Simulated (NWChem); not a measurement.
Species: ZnH₂O; SMILES [OH][ZnH]

```xyz
4

Zn    -0.2312     0.2695     0.0000
H     -0.3525     1.7845     0.0000
O     -0.2350    -1.5135     0.0000
H      0.6570    -1.9052     0.0000
```
Atoms are numbered in this order, from 1.

Results from NWChem. Pople sets run with spherical d functions. Structure relaxed at the PBE-D3(BJ)/def2-SVP level. B3LYP is NWChem's, with the RPA form of VWN correlation. Field at 589 nm.

Among these, which level gives the lowest value of “isotropic polarisability (bohr³)”?
A) B3LYP/6-31G*
B) B3LYP/aug-cc-pVDZ
C) B3LYP/def2-TZVPD
D) B3LYP/def2-SVP

D, B3LYP/def2-SVP. Values: B3LYP/def2-SVP 22.6; B3LYP/6-31G* 26.8; B3LYP/def2-TZVPD 32.9; B3LYP/aug-cc-pVDZ 33.0
